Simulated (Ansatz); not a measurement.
Basis-set extrapolation for CH6FNOSi (`NC(F)O[SiH3]`) (PBE0-D4/def2-TZVP geometry, frozen core, the Gaussian-basis code of Ansatz). Multiplicity 1, RHF reference.

```tsv
	def2-TZVPP	def2-QZVPP
HF	-559.218159	-559.239938
MP2 correlation	-0.989721	-1.069072
CCSD(T) correlation	-1.060275	not run
```

Energies in hartree. Use E(X) = E(∞) + A·exp(−7.88·√X) for Hartree–Fock and E(X) = E(∞) + B·X^(−2.97) for correlation, with X = 3 and 4, and add CCSD(T) minus MP2 of the smaller set to the MP2 limit.

Q: What is the CCSD(T) energy at the basis-set limit?

A: HF limit: -559.239938 + (-0.021779) × 0.13774 = -559.24294. MP2 limit: -1.069072 + (-0.079351) × 0.74074 = -1.12785. Higher-order term: -1.060275 − (-0.989721) = -0.07055. Total: -560.44134 hartree, 427.7 kJ/mol below CCSD(T)/def2-TZVPP.
